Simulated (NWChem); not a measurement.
System: AgPH4; SMILES [PH3]->[AgH]

```xyz
6

Ag    -0.0013    -0.6495     0.0000
H     -0.0029    -2.2927     0.0000
P      0.0000     1.7853     0.0000
H      1.2175     2.4876    -0.1939
H     -0.4409     2.4876     1.1514
H     -0.7767     2.4876    -0.9575
```
Atoms are numbered in this order, from 1.

Level: PBE0/def2-SVP with def2 effective core potentials on Ag (NWChem), optimised geometry, unscaled harmonic frequencies. def2 effective core potentials on Ag; no spin-orbit coupling.

| frequency (cm⁻¹) | IR intensity (km/mol) |
|---|---|
| 223 | 0.5 |
| 264 | 37.3 |
| 264 | 37.2 |
| 444 | 74.9 |
| 444 | 74.9 |
| 993 | 78.5 |
| 1120 | 5.9 |
| 1120 | 5.9 |
| 1799 | 126.6 |
| 2464 | 26.6 |
| 2485 | 8.1 |
| 2485 | 8.1 |

zero-point energy: 20.2 kcal/mol
thermal correction to the enthalpy at 298.15 K (with zero-point energy): 23.8 kcal/mol
heat capacity Cv: 14.9 cal/(mol K)
entropy at 298.15 K and 1 atm (symmetry number 3): 68.9 cal/(mol K)

Rigid rotor and harmonic oscillator.
